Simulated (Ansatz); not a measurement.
Total energies of `FB1CB1Cl`.

Cartesian coordinates in Å:
```
F -1.953 -0.345 1.058
B -0.730 -0.399 0.610
C 0.051 0.536 -0.475
B 0.791 -0.504 0.310
Cl 2.210 -1.433 -0.034
H 0.261 0.886 -1.484
H -0.630 1.259 0.015
```

The species carries charge 0 and has multiplicity 1. The structure was optimised at the PBE0-D4/def2-TZVP level. Basis def2-TZVPP, the Gaussian-basis code of Ansatz.

RPA on PBE orbitals: Hartree–Fock energy of these orbitals -647.38604 Eh, correlation -1.26580 Eh (frozen core).

```csv
functional,energy without D4 (Eh),D4 term (kJ/mol)
LDA (SPW92),-646.12602,–
revPBE,-649.01958,-40.8
BLYP,-649.10991,-29.2
r2SCAN,-649.03513,-3.1
B97M-V,-649.03752,–
PBE0,-648.79767,-11.0
B3LYP,-649.18350,-21.3
r2SCANh,-649.02491,-3.3
BHLYP,-649.07322,-16.1
LC-ωPBE,-648.90389,–
ωB97X-V,-649.03388,–
ωB97M-V,-649.07770,–
B2PLYP,-648.89160,–
PBE-QIDH,-648.68357,–
```

Give the same for PBE, r2SCAN0, HSE06 (plane-wave form), CAM-B3LYP. (Estimate.)

Computed: 
```csv
functional,energy without D4 (Eh),D4 term (kJ/mol)
PBE,-648.74824,-13.1
r2SCAN0,-649.01058,-3.7
HSE06 (plane-wave form),-648.78031,-10.2
CAM-B3LYP,-649.09314,-11.1
```

B3LYP takes the VWN-RPA correlation (the form of Gaussian; ORCA's B3LYP/G). HSE06 is the plane-wave form, built on full-range PBE exchange. The double hybrids freeze the cores in their second-order part.

LC-ωPBE has ω = 0.4 bohr⁻¹.
